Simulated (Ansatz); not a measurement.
`[NH2][In]([SH])[Br]` + H₂ → `[NH2][InH][Br]` + H₂S  (hydrogenolysis of the In–S bond)

Computed with Ansatz on PBE0-D4/def2-TZVP structures; ΔE is electronic, products minus reactants. CBS: MP2 limit from def2 TZ/QZ plus the TZ coupled-cluster correction, frozen cores. This one scheme is used for every species. DFT in def2-TZVPP. B3LYP here is the variant with VWN-RPA as its local correlation; programs differ in this. def2 core potentials past Kr. For Br, In outer-core shells are correlated without core-valence functions, which leaves a few kJ/mol of doubt a bond. Scalar relativity is left out up to krypton. One conformer a species, not always the lowest.

```csv
level,ΔE (eV)
BHLYP-D4,0.64
revPBE,0.64
B3LYP,0.58
MP2/CBS(def2),0.82
```

**Question.** What does CCSD(T)/CBS give? (Estimate.)

**Answer.** Ansatz gave: +0.71 eV. The listed levels differ from it by -0.07, -0.07, -0.13, 0.11 eV.

Largest T1 diagnostic among the species: 0.013.

In def2-TZVPP, CCSD(T) changes the Hartree–Fock value by +0.16 eV (the triples alone add +0.06 eV) and MP2 by +0.27 eV. At CCSD(T), def2-SVP lies −0.11 eV from the extrapolated value and def2-TZVPP −0.06 eV.
